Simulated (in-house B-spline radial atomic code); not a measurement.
HSE06 excitations of F VI (F5+)

Method: HSE06. Computed with a B-spline radial code for spherical atoms: linear response of the closed shell [He] 2s2 with the functional's adiabatic kernel; scalar-relativistic (spin-free one-electron X2C), finite nucleus, no spin-orbit coupling, no double excitations, S, P, D and F terms only.

Command:
```bash
python run_td.py task.json out
```
Settings (radii: box in bohr, nucleus in fm):
```
Z                        9
electrons                4
configuration            [He] 2s2
hamiltonian              x2c
method                   hse06
box_radius               16.35
rms_radius               2.8976
intervals                72
```

Cost of the run: 0.4 s on 1 thread of Arm Neoverse N1, with other jobs on the host.

The lowest states, in the order of their Tamm-Dancoff energies; the method's threshold (minus the highest occupied level) is 146.55 eV. Labels give the largest channel, * marks a mixed state, and oscillator strengths are full-response dipole values. Semilocal kernels can invert the small singlet-triplet splittings of Rydberg terms. Energies in eV:

```csv
state,full response,Tamm-Dancoff,oscillator strength
2s → 2p 3P,8.997,10.497,-
2s → 2p 1P,?,?,?
2s → 3s 3S,90.36,90.38,-
2s → 3s 1S,92.66,92.69,-
2s → 3p 3P,94.92,94.94,-
2s → 3p 1P,95.62,95.62,0.449
2s → 3d 3D,?,?,-
2s → 3d 1D,99.10,99.10,-
2s → 4s 3S,118.41,118.41,-
2s → 4s 1S,119.06,119.07,-
```

Question: Where does 2s → 2p 1P lie?

Answer: At 21.442 eV in full response, 22.486 eV in Tamm-Dancoff, oscillator strength 0.429.

Question: Where does 2s → 3d 3D lie?

Answer: At 97.36 eV in full response, 97.40 eV in Tamm-Dancoff.

Question: How large is the singlet-triplet splitting of 2s → 2p (P terms) in Tamm-Dancoff?

Answer: 12 eV, from the unrounded values.

Question: What polarisabilities and dispersion coefficient does the method give?

Answer: Dipole 0.7508 bohr³, quadrupole 0.2072 bohr⁵, C6 0.3773 hartree·bohr⁶ for two such species.
